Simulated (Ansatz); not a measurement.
Relaxation of CH6BFO (10 atoms, charge 0, multiplicity 1), to a largest force component of 0.03 eV/Å in at most 50 steps.

Computed with Ansatz 0.2.0, RKS PBE/6-31G*.

```xyz
10
Properties=species:S:1:pos:R:3:forces:R:3
B -0.089 -0.319 -0.094 -0.11 -0.18 -0.72
F -0.017 -0.527 1.230 0.00 -0.42 0.65
O 1.062 -0.393 -0.832 -0.01 -0.01 -0.01
H 1.827 -0.587 -0.252 -0.01 0.01 0.01
C -1.476 -0.069 -0.794 0.01 -0.02 -0.01
H -2.081 -0.994 -0.769 0.00 0.00 0.00
H -2.067 0.699 -0.267 0.01 0.01 0.01
H -1.363 0.230 -1.848 0.00 0.00 0.00
H 0.339 1.945 0.578 0.31 1.06 -1.22
H 0.221 1.589 1.182 -0.22 -0.45 1.30
```

Problem. Where does it end, and by what steps?

Solution. The forces met the threshold. After 23 steps the energy has fallen by 0.225 eV; H9 moved furthest, 1.70 Å.

```tsv
step	energy less start (eV)	largest force component (eV/Å)	accepted
0	0.0000	1.302	yes
1	-0.1359	0.337	yes
2	-0.1763	0.163	yes
3	-0.1915	0.137	yes
4	-0.1951	0.066	yes
5	-0.1974	0.062	yes
6	-0.1951	0.560	no
7	-0.1999	0.066	yes
8	-0.2018	0.285	yes
9	-0.2046	0.399	yes
10	-0.2096	0.224	yes
11	-0.2127	0.128	yes
12	-0.2173	0.056	yes
13	-0.2086	0.769	no
14	-0.2184	0.070	yes
15	-0.2204	0.176	yes
16	-0.2213	0.231	yes
17	-0.2229	0.106	yes
18	-0.2239	0.047	yes
19	-0.2245	0.056	yes
20	-0.2247	0.081	yes
21	-0.2250	0.030	yes
22	-0.2250	0.031	no
23	-0.2252	0.009	yes
```

```xyz
10
Properties=species:S:1:pos:R:3
B -0.111 -0.444 -0.377
F 0.109 -0.089 0.917
O 0.952 -0.899 -1.107
H 1.763 -0.901 -0.558
C -1.548 -0.336 -0.999
H -2.250 -1.006 -0.469
H -1.952 0.685 -0.880
H -1.563 -0.598 -2.068
H 0.535 2.936 1.945
H 0.420 2.225 1.731
```

Whether the end is a true minimum wasn't checked by a vibrational analysis.

Run time: 56 s on 1 thread of Arm Neoverse V1, on a shared host, peak memory 0.15 GiB.
